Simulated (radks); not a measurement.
Values are calculated unless marked as measured or tabulated.
All-electron atom: Rh IV in [Kr] 4d6. Code: a radial shooting solver on a logarithmic mesh with Libxc functionals. Model: scalar-relativistic Kohn-Sham, BLYP, spin-polarised, spherical densities, finite nucleus; open shells are filled with parallel spins first (spin-orbit coupling, left out, can overturn this in heavy ions); Fermi nuclear charge, rms radius 4.4945 fm. Some entries of the table are withheld. Estimate them.

orbital,occ.,eigenvalue (hartree),<r> (bohr),<1/r> (bohr^-1)
1s down,1,-848.1225,0.03263,47.05
1s up,1,-848.1224,0.03263,47.05
2s up,1,-124.1262,0.1419,10.65
2s down,1,-124.1003,0.1419,10.65
2p up,3,-111.3950,0.1237,10.32
2p down,3,-111.3753,0.1237,10.32
3s up,1,-23.27600,0.3908,3.710
3s down,1,-23.26257,0.3907,3.709
3p up,3,-19.09322,0.3906,3.534
3p down,3,-19.07798,0.3905,3.534
3d up,5,-12.40419,0.3704,3.307
3d down,5,-12.38062,0.3703,3.307
4s up,1,-4.39456,0.9731,1.411
4s down,1,-4.28267,0.9706,1.417
4p up,3,(1),1.064,1.269
4p down,3,(2),1.063,1.273
4d up,5,(3),(4),0.9694
4d down,1,(5),(6),0.9582

Answer. 
(1) 4p up eigenvalue (hartree): -3.20292
(2) 4p down eigenvalue (hartree): -3.08679
(3) 4d up eigenvalue (hartree): -1.49179
(4) 4d up <r> (bohr): 1.364
(5) 4d down eigenvalue (hartree): -1.38101
(6) 4d down <r> (bohr): 1.388
